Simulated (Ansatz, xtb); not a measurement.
**C2H10B3N: which of two isomers lies lower**

We compare X, `BN(B)B(C)C`, a singlet, with Y, `BBNB(C)C`, a singlet. Both are isolated molecules in the gas phase, relaxed with B3LYP-D3(BJ)/def2-SVP, each in the lowest conformer that the search found.

**Question.** Which of the two would you expect CCSD(T)/def2-SVP + ΔMP2/def2-TZVPP electronic energies to favour?

**Answer.** Structure X; the calculation gives E(Y) − E(X) = +77.1 kJ/mol.

The same difference at several levels:

```tsv
level	geometry	E(Y) − E(X) (kJ/mol)	departure from the last row (kJ/mol)	job, with rough time for the two
GFN2-xTB	GFN2-xTB	+111.2	+34.1	optimisation, 0.37 s
HF/STO-3G	GFN2-xTB	+112.3	+35.2	single point, 0.28 s
r2SCAN-D4/def2-SVP	GFN2-xTB	+64.7	−12.4	single point, 3.3 s
B3LYP-D3(BJ)/def2-SVP	B3LYP-D3(BJ)/def2-SVP	+73.9	−3.2	optimisation, 64 s
HF/def2-SVP	B3LYP-D3(BJ)/def2-SVP	+88.9	+11.8	part of the CCSD(T) run
MP2/def2-SVP	B3LYP-D3(BJ)/def2-SVP	+85.8	+8.6	part of the CCSD(T) run
CCSD(T)/def2-SVP	B3LYP-D3(BJ)/def2-SVP	+79.2	+2.1	single point
CCSD(T)/def2-SVP + ΔMP2/def2-TZVPP	B3LYP-D3(BJ)/def2-SVP	+77.1		single point, 45 s
```

As drawn, Y has 1 B–B, 1 N–H in place of 1 B–N, 1 B–H.

None of the levels shown reverses the order. The largest departure from CCSD(T)/def2-SVP + ΔMP2/def2-TZVPP is that of HF/STO-3G, 35.2 kJ/mol. The last row adds to CCSD(T) the change of the MP2 difference between the two basis sets, here −2.1 kJ/mol.

With thermal terms from frequencies at re-optimised GFN2-xTB minima (ideal gas, soft modes damped towards free rotors, one conformer each, 298.15 K, 1 atm): on the last row, ΔE + ΔZPE = +80.3, ΔH = +79.6, ΔG = +79.4 kJ/mol.

The correlated steps freeze 6 core orbitals. Run with Ansatz 0.2.0, xtb 6.7.1; the last row on 4 threads of Arm Neoverse V1 on a shared host.
